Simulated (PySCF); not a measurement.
Spectrum to structure. Method used: TDDFT PBE0/def2-SVPD, vertical, gas phase, core orbitals frozen in the response in PySCF. Geometries: GFN2-xTB, one conformer each.

```tsv
state	ν̃ (cm⁻¹)	f	main configurations (H = HOMO, L = LUMO)
S1	43040	0.019	H→L+1 (62%), H→L (21%), H→L+2 (8%)
S2	45140	0.193	H→L (65%), H→L+1 (28%)
S3	46690	0.029	H→L+2 (45%), H→L+3 (34%), H→L (8%)
S4	49830	0.0078	H→L+3 (58%), H→L+2 (38%)
S5	52710	0.0006	H→L+4 (48%), H→L+5 (39%)
S6	53230	0.0098	H→L+5 (54%), H→L+4 (34%)
S7	54900	0.0032	H→L+6 (40%), H→L+7 (27%), H-1→L (19%)
S8	55190	0.0084	H-1→L (56%), H→L+7 (25%)
```

Triplets computed (Tamm–Dancoff): 3.88, 5.09, 5.41 eV.

Orbital energies (eV): HOMO-3 -8.98, HOMO-2 -8.37, HOMO-1 -7.87, HOMO -6.38, LUMO -0.01, LUMO+1 0.31, LUMO+2 0.48.

Question: Which candidate is it?
A. `C=NC(=C)O[SiH2]C`
B. `C=CS[SiH2]COC`
C. `C=NC(=C)O[SiH2]OC`

Answer: B. Its S1, at 5.34 eV, is the highest among the candidates; the nearest of the others has S1 at 4.51 eV. S1 is HOMO→LUMO+1 (62%), HOMO→LUMO (21%), HOMO→LUMO+2 (8%). Löwdin shares by element: HOMO sulfur 47%, carbon 39% or more, silicon 6%; LUMO carbon 55% or more, sulfur 13%, silicon 10% (atoms not listed hold the other 22%). At the same level the other candidates give, for their lowest levels:
- `C=NC(=C)O[SiH2]C`: 4.51 eV (f 0.000); 5.29 eV (f 0.298); 6.28 eV (f 0.004); 6.46 eV (f 0.000); 6.73 eV (f 0.002); T1 3.10 eV; HOMO -6.87, LUMO -1.23 eV
- `C=NC(=C)O[SiH2]OC`: 4.16 eV (f 0.061); 5.10 eV (f 0.025); 5.92 eV (f 0.004); 6.24 eV (f 0.049); 6.36 eV (f 0.016); T1 3.03 eV; HOMO -6.57, LUMO -1.30 eV

The values belong to the conformer `[CH2:1]=[CH:2][S:3][SiH2:4][CH2:5][O:6][CH3:7]`: C1–C2–S3–Si4 -172°, C2–S3–Si4–C5 -54°, S3–Si4–C5–O6 72°, Si4–C5–O6–C7 179°.
